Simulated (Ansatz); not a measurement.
PdC, closed-shell singlet (the spin of the measured ground state), most abundant isotopes (105.9035 and 12.0000 u). Constants from fifth-degree fits in 1/R to seven points on the lowest solution found; no spin–orbit coupling, no relativity up to Kr; ω_e x_e and α_e move by some per cent with the fit.

Correlated levels freeze the inner cores; with def2 sets outer-core shells near the valence are correlated too.

Codes used: Ansatz (a quantum-chemistry and plane-wave program). Each number belongs to the level named beside it. In def2 rows elements past Kr take small-core potentials, without spin–orbit coupling.

Total energies (hartree; each atom in its lowest state at that level) and vibrational constants (cm⁻¹):

```tsv
level	E(PdC) at r_e	E(Pd)	E(C)	ω_e	ω_e x_e
PBE/def2-TZVPP	-165.840615	-127.880707	-37.795970	889	4.4
B3LYP/def2-TZVPP	-165.898628	-127.916023	-37.859478	864	4.3
wB97M-V/def2-TZVPP	-165.747927	-127.796868	-37.846388	847	4.0
CCSD(T)/def2-QZVPP	-165.655787	-127.736951	-37.786508	887	4.4
```

### Question
Work out D_e and D₀ in eV.

### Answer

D_e = E(Pd) + E(C) − E(molecule), times 27.2114 eV; D₀ = D_e − (ω_e/2 − ω_e x_e/4)/8065.54.
- PBE/def2-TZVPP: D_e = 4.461, zero point 0.055, D₀ = 4.406 eV
- B3LYP/def2-TZVPP: D_e = 3.350, zero point 0.053, D₀ = 3.297 eV
- wB97M-V/def2-TZVPP: D_e = 2.848, zero point 0.052, D₀ = 2.796 eV
- CCSD(T)/def2-QZVPP: D_e = 3.601, zero point 0.055, D₀ = 3.546 eV
No counterpoise correction is made.

Doubts at one or more of the structures used: T1 above 0.05 (CCSD(T)/def2-QZVPP); a restricted determinant that unrestricted orbitals would lower (CCSD(T)/def2-QZVPP).
